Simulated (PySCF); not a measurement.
A geometry optimisation on `O[SiH2][SiH2][SiH2]Br`.

Computed with PBE0-D3(BJ)/def2-SVP geometry optimisation, gas phase (PySCF 2.14.0). Start geometry: GFN2-xTB. The command runs a driver script over a list of jobs; the input below is this job's line of settings and its coordinates in Å.

Command:
```bash
OMP_NUM_THREADS=1 python probes_run.py task.json out
```

Input:
```
{"job": {"xc": "PBE0", "basis": "def2-SVP", "d3": "d3bj", "grid": 1, "shake": 0.01, "kind": "geom"}, "charge": 0, "multiplicity": 1}
O     -1.241380    -1.608920     0.503590
Si    -1.822580    -0.173350    -0.100140
Si     0.019620     1.126920     0.316090
Si     2.093160     0.050110    -0.047490
Br     2.307560    -0.301720    -2.255830
H     -1.776310    -2.382890     0.466810
H     -3.038690     0.204300     0.608520
H     -2.154570    -0.331220    -1.515500
H      0.029210     2.360030    -0.473530
H      0.123660     1.614580     1.723550
H      2.178810    -1.316730     0.481160
H      3.321200     0.730620     0.283750
```

Output:
```
step   0  E = -3520.75203801  max force = 0.017796
step   1  E = -3520.76083254  max force = 0.005624
step   2  E = -3520.76156736  max force = 0.003958
step   3  E = -3520.76191205  max force = 0.001042
step   4  E = -3520.76205138  max force = 0.001588
step   5  E = -3520.76219827  max force = 0.002137
step   6  E = -3520.76227871  max force = 0.001558
step   7  E = -3520.76240439  max force = 0.001300
step   8  E = -3520.76244041  max force = 0.001196
step   9  E = -3520.76247063  max force = 0.000830
step  10  E = -3520.76246630  max force = 0.000460
step  11  E = -3520.76246598  max force = 0.000428
step  12  E = -3520.76246694  max force = 0.000303
step  13  E = -3520.76246926  max force = 0.000258
optimisation converged
```

Energies in Eh; «max force» is the largest Cartesian gradient component in Eh/bohr.

**Question.** How much energy does the optimisation release, in kJ/mol?

**Answer.** E(step 0) − E(last step) = 0.010431 Eh, which is 27.4 kJ/mol.

**Question.** Give the first gradient maximum in eV/Å.

**Answer.** With 1 Eh/bohr = 51.422 eV/Å, 0.915 eV/Å.

In short: final energy -3520.76247 Eh after 13 steps; dipole 1.65 D.

**Question.** Where do the atoms end?

**Answer.** 0.291 Å rms from the input after alignment:
```
atom  x, y, z in Å
O1    -1.1195   -1.6883    0.3292
Si2   -1.6945   -0.1907   -0.1471
Si3    0.0626    1.2448    0.4293
Si4    2.0060    0.0081    0.0132
Br5    1.8840   -0.7051   -2.1087
H6    -1.6104   -2.4637    0.0411
H7    -2.9711    0.1619    0.5537
H8    -1.9607   -0.1371   -1.6194
H9     0.0675    2.4837   -0.4085
H10    0.0110    1.6303    1.8757
H11    2.1100   -1.1853    0.8991
H12    3.2564    0.8150    0.1322
```

Hardware: an Arm Neoverse V1 with one thread, no GPU, on a shared host. Cost: 2.8 min, 0.54 GiB resident at most.
Labels such as C1 count atoms from 1, the log's own numbers from 0.
